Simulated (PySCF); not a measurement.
A structure optimised at PBE0-D3(BJ)/def2-SVP, used in a PySCF frequency run:

```xyz
14

C      2.2953     1.2855    -0.3063
O      0.9619     0.8561    -0.1824
Si     0.4726    -0.7528    -0.1613
O      1.0687    -1.5791     1.1560
Si    -1.8319    -0.2813    -0.1507
O     -1.8408     1.3878    -0.0995
H      2.7626     0.8965    -1.2288
H      2.9061     0.9604     0.5532
H      2.3131     2.3846    -0.3488
H      1.0803    -1.4615    -1.3235
H      0.6570    -1.3863     2.0038
H     -2.5116    -0.8607     1.0508
H     -2.5386    -0.8059    -1.3592
H     -0.9294     1.7181    -0.1341
```
Charge 0, spin multiplicity 1.

Task: Write its SMILES and formula.

Result: CO[Si@@H](O)[SiH2]O, CH8O3Si2

Task: What are its rotational constants (standard atomic weights)?

Result: 2.9641, 1.6198, 1.1574 GHz
